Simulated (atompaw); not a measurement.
# An all-electron radial function and its pseudo partner (Ni (Z = 28))

Columns: radius, all-electron u(r) and pseudo u(r) of the 3d shell (level -9.14 eV) of nickel in the configuration [Ne] 3s2 3p6 3d8 4s2 4p0; LDA (PW92), scalar-relativistic, PAW (atompaw) scheme, atompaw 4.2.0.5.

```tsv
r (bohr)	all-electron	pseudo
0.071	0.0427	0.0004
0.142	0.1959	0.0035
0.213	0.3997	0.0116
0.285	0.5981	0.0269
0.356	0.7560	0.0502
0.427	0.8685	0.0825
0.498	0.9383	0.1232
0.569	0.9725	0.1715
0.640	0.9796	0.2256
0.712	0.9670	0.2840
0.783	0.9412	0.3424
0.854	0.9069	0.3988
0.925	0.8676	0.4505
0.996	0.8255	0.4950
1.067	0.7825	0.5305
1.138	0.7396	0.5557
1.210	0.6970	0.5701
1.281	0.6563	0.5736
1.352	0.6174	0.5674
1.423	0.5803	0.5530
1.494	0.5451	0.5321
1.565	0.5119	0.5068
1.637	0.4801	0.4787
1.708	0.4506	0.4505
1.779	0.4230	0.4230
1.850	0.3970	0.3970
```

Problem. How many radial nodes do the two functions have?

Solution. The all-electron 3d function has n − l − 1 = 0; the pseudo-wave has 0.

Problem. Is the pseudo-wave norm-conserving?

Solution. No, it belongs to a PAW set: the norm inside the radius is not constrained, and the difference is carried by the augmentation charge.
